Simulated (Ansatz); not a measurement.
Consider the ligand exchange at the Si–C bond: `[F][AlH][CH](F)[SiH3]` + `[OH][GeH]([F])[SH]` → `[OH][GeH]([F])[S][SiH3]` + `F[CH2][AlH][F]`.

Program: Ansatz. Geometries: PBE0-D4/def2-TZVP. ΔE: electronic, gas phase. CCSD(T)/CBS is the MP2 limit (def2-TZVPP, def2-QZVPP) plus CCSD(T) − MP2 in def2-TZVPP, frozen cores. DFT in def2-TZVPP. B3LYP here is the variant with VWN-RPA as its local correlation; programs differ in this. For Ge outer-core shells are correlated without core-valence functions, which leaves a few kJ/mol of doubt a bond. Scalar relativity is left out up to krypton. Each species was taken in one conformer, which may not be the lowest.

(1) Is it downhill or uphill in electronic energy at CCSD(T)/CBS, and by how much? (Best estimate.)

(2) What do these levels give: PBE-D4, PBE0-D4, r2SCAN, B3LYP, HF/def2-TZVPP, SCS-MP2/def2-TZVPP? (An estimate is asked.)

Largest T1 diagnostic among the species: 0.013.

Answers

(1) The calculation gave: Downhill: ΔE = -15.9 kcal/mol.

(2) Computed: PBE-D4 -14.8, PBE0-D4 -15.8, r2SCAN -15.2, B3LYP -14.3, HF/def2-TZVPP -16.6, SCS-MP2/def2-TZVPP -16.1 kcal/mol.

The D4 term adds −0.9 kcal/mol with B3LYP and −0.5 kcal/mol with PBE0; it sums over pairs of atoms, weighted by their polarisabilities, and B3LYP, whose exchange is more repulsive, gets the larger term. From PBE to PBE0 (25 % exact exchange), in def2-TZVPP and without D4, ΔE moves by −1.1 kcal/mol.
